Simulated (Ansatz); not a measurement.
Gas-phase electronic energies from Ansatz, PBE0-D4/def2-TZVP geometries. CBS: MP2 limit from def2 TZ/QZ plus the TZ coupled-cluster correction, frozen cores. Functionals use def2-TZVPP. def2 core potentials past Kr. For Sn outer-core shells are correlated without core-valence functions, which leaves a few kJ/mol of doubt a bond. One conformer a species, not always the lowest.

Consider the ligand exchange at the Sn–C bond: `SC[CH2][SnH3]` + `O[SiH2][SiH3]` → `[SiH3][SiH2][O][SnH3]` + `CCS`.

`SC[CH2][SnH3]`:

```xyz
12

S     2.397   -0.936    0.996
C     1.131   -0.024    0.053
C    -0.240   -0.496    0.489
Sn   -1.829    0.511   -0.558
H     3.475   -0.355    0.445
H     1.287   -0.206   -1.012
H     1.255    1.045    0.242
H    -0.355   -1.569    0.313
H    -0.387   -0.326    1.559
H    -1.674    0.222   -2.236
H    -3.343   -0.060   -0.018
H    -1.717    2.193   -0.273
```

`O[SiH2][SiH3]`:

Z-matrix (Å, degrees):
```
Si
Si 1 2.347
O 1 1.654 2 112.4
H 1 1.484 2 110.6 3 117.6
H 1 1.493 2 108.5 3 -123.5
H 2 1.489 1 110.0 3 177.8
H 2 1.491 1 110.1 3 58.6
H 2 1.488 1 111.4 3 -61.5
H 3 0.958 1 117.6 2 -58.8
```

`[SiH3][SiH2][O][SnH3]`:

```xyz
12

Si   -2.069   -1.427    0.546
Si    0.005   -0.367    0.786
O     0.341    0.463   -0.578
Sn    1.817    1.597   -1.209
H    -2.052   -2.378   -0.599
H    -3.152   -0.433    0.315
H    -2.393   -2.192    1.784
H     1.060   -1.389    1.071
H    -0.029    0.538    1.977
H     1.331    2.062   -2.769
H     1.927    2.904   -0.121
H     3.215    0.622   -1.203
```

`CCS`:

Cartesian coordinates in Å:
```
C 0.311 0.176 0.894
C -0.597 -0.231 -0.246
S 0.280 -0.708 -1.759
H 1.016 -0.621 1.135
H -0.275 0.404 1.790
H 0.889 1.067 0.637
H -1.175 -1.121 0.016
H -1.317 0.554 -0.484
H 0.867 0.479 -1.983
```

```tsv
level	ΔE (kJ/mol)
ωB97X-V	-66.7
PBE	-56.6
```

**Question.** What does CCSD(T)/CBS give? (Estimate.)

**Answer.** The calculation gave: -62.6 kJ/mol. The listed levels differ from it by -4.1, 6.0 kJ/mol.

Largest T1 diagnostic among the species: 0.014.

In def2-TZVPP, CCSD(T) changes the Hartree–Fock value by +22.6 kJ/mol (the triples alone add +1.9 kJ/mol) and MP2 by +25.5 kJ/mol.
